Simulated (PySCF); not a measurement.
C3H10ClNSi, SMILES CN[C@@H](C)[SiH2]Cl.

Coordinates come from a B3LYP-D3(BJ)/def2-SVP optimisation. The structure was generated by enumeration; whether it is a known compound was not checked. The values are those of a single conformer.

Method: PBE/def2-TZVP (PySCF).

Isolated molecule, no solvent.

```json
{
  "total_energy": "-924.32947 hartree",
  "highest_occupied_level": "-5.26 eV",
  "lowest_empty_level": "-0.39 eV",
  "orbital_gap": "4.87 eV",
  "dipole_moment": "2.80 D",
  "quadrupole, principal values (traceless, Buckingham form, about the centre of nuclear charge)": "-3.35, 0.89, 2.46 D·Å",
  "mean_static_polarisability": "87.4 bohr³ (12.96 Å³)",
  "polarisability_principal_values": "75.2, 83.6, 103.5 bohr³"
}
```
